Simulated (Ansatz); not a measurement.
Program: Ansatz. Geometries: PBE0-D4/def2-TZVP. ΔE: electronic, gas phase. CCSD(T)/CBS adds triple-zeta CCSD(T) − MP2 to the extrapolated MP2 energy (def2 sets, frozen cores). This one scheme is used for every species. Functionals use def2-TZVPP. def2 core potentials past Kr. For Sn outer-core shells are correlated without core-valence functions, which leaves a few kJ/mol of doubt a bond.

Consider the cleavage of the Sn–Si bond: `[F][Sn]([F])([SiH3])[Cl]` + HCl → `[F][Sn]([F])([Cl])[Cl]` + SiH₄.

CCSD(T)/CBS gives -25.3 kJ/mol.

Question: Another level gave -24.3 kJ/mol. Which?
A. SCS-MP2/def2-TZVPP
B. HF/def2-TZVPP
C. r2SCANh-D4/def2-TZVPP
D. BLYP-D4/def2-TZVPP

Answer: C. r2SCANh-D4 -24.3, SCS-MP2/def2-TZVPP -31.1, HF/def2-TZVPP -44.8, BLYP-D4 -19.3 kJ/mol.

Largest T1 diagnostic among the species: 0.014.

At CCSD(T), def2-SVP lies −7.2 kJ/mol from the extrapolated value and def2-TZVPP −0.9 kJ/mol. From PBE to PBE0 (25 % exact exchange), in def2-TZVPP and without D4, ΔE moves by −4.4 kJ/mol.
